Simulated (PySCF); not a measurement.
Input for PySCF: R-HF/3-21G on CH4BClO (SMILES COBCl), a point of a torsion scan.

```python
from pyscf import gto, scf, dft, mp
from pyscf.data.elements import chemcore

mol = gto.M(
    atom='''
    C    -1.08037183   -0.02236491    0.10803337
    O     0.01173682   -0.65921350   -0.52660902
    B     1.26377748   -0.64195678   -0.11866203
    Cl    1.77017768    0.22677932    1.29748739
    H    -0.79616539    0.96242261    0.48445072
    H    -1.42783591   -0.63501305    0.94216059
    H    -1.87604873    0.07493917   -0.63056803
    H     2.05277492   -1.23077568   -0.74972592
    ''',
    basis='3-21g',
    charge=0, spin=0, verbose=3, max_memory=1800)
mf = scf.RHF(mol)
mf.conv_tol = 1e-8
mf.max_cycle = 100
mf.kernel()
if not mf.converged:
    mf = mf.newton().run(mf.mo_coeff, mf.mo_occ)
```

Task: What total energy does the run end on?

Result: -596.3428 hartree.
